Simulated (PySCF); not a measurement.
**Computed properties of Al(F)(OH)(SH) (AlFH₂OS), SMILES [OH][Al]([F])[SH]**

Al(F)(OH)(SH) (AlFH₂OS), SMILES [OH][Al]([F])[SH]. Coordinates come from a PBE0-D3(BJ)/def2-SVP optimisation. Other conformers were not sampled. All values are computed for the isolated molecule unless a solvent is named; none is compared with measurement here.

**Structure.** The optimised structure has Cs symmetry. All 12 harmonic modes at PBE0-D3(BJ)/def2-SVP (PySCF) are real, so it is a minimum. With heavy atoms numbered as in [Al:1]([F:2])([OH:3])[SH:5], the shortest bond between them is Al1–F2 at 1.659 Å and the longest Al1–S5 at 2.161 Å.

**Vibrations.** The strongest infrared lines (harmonic, unscaled, degenerate partners summed) lie at 837 cm⁻¹ (177 km/mol, Al 40 %, F 33 %, O 19 %), 329 cm⁻¹ (157 km/mol, H 83 %, O 12 %), 553 cm⁻¹ (142 km/mol, H 64 %, O 27 %). The softest mode is at 161 cm⁻¹ and the zero-point energy is 16.3 kcal/mol.

**Electronic structure.** ωB97X/def2-TZVPD (PySCF) places the frontier levels at -10.40 and 0.58 eV, a gap of 10.98 eV, and gives a dipole moment of 1.73 D and a mean polarisability of 47.9 bohr³.

**Excitations.** TDA-B3LYP/def2-SVPD (PySCF) has S1 at 5.43 eV (229 nm, f = 0.043, weak); the most intense of the 10 singlets computed lies at 7.44 eV (f = 0.22). T1 (TDA) is at 5.13 eV, 0.30 eV under S1. No vertical singlet excitation falls in the visible range (under 3.1 eV).

**NMR.** GIAO shifts at PBE0/pcSseg-2 (PySCF) (non-relativistic, atoms alike by connectivity averaged): ¹H from 0.4 to 1.8 ppm against TMS; ¹⁹F at -181.9 ppm against CFCl3.
